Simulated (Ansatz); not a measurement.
Basis sets compared for the cluster Tl₃Cl₃⁺. The state is a doublet with charge 1. Geometry PBE-D4/def2-SVP. Ansatz on 4 threads of Arm Neoverse V2 on a shared host; times are rough, and most runs start from earlier orbitals.

```xyz
6

Tl    1.6302   -1.0999   -1.2006
Tl   -1.8011    2.8435   -2.6121
Tl   -1.0530    0.1778    2.0421
Cl    1.8428   -0.5366    1.7366
Cl    0.0466   -2.4028    0.9854
Cl   -0.6655    1.0181   -0.9514
```

In the def2 sets Tl takes a core potential; there is no spin–orbit coupling. In the doublet, Cl4 and Cl5 lie 2.70 Å apart (atoms count from 1), so these atoms are partly bonded to each other. Another isomer (doublet) lies 0.15 eV lower at PBE0-D4/def2-TZVP; other spin states weren't run for this one.

```json
{"level": "PBE-D4/def2-SVP", "functions": "132", "energy (Eh)": "-1897.2798", "HOMO (eV)": "-9.72", "LUMO (eV)": "-8.66", "wall time": "3 s"}
{"level": "PBE0-D4/def2-SVP", "functions": "132", "energy (Eh)": "-1897.2746", "HOMO (eV)": "-11.14", "LUMO (eV)": "-7.69", "wall time": "6 s"}
```

Question: Estimate the rows for PBE-D4/def2-TZVP (with forces), PBE0-D4/def2-TZVP.

Answer: 
```
                         level  functions  energy (Eh)  HOMO (eV)  LUMO (eV)  wall time
PBE-D4/def2-TZVP (with forces)        261   -1897.7612      -9.87      -8.79      9.5 s
             PBE0-D4/def2-TZVP        261   -1897.7451     -11.28      -7.81       24 s
```
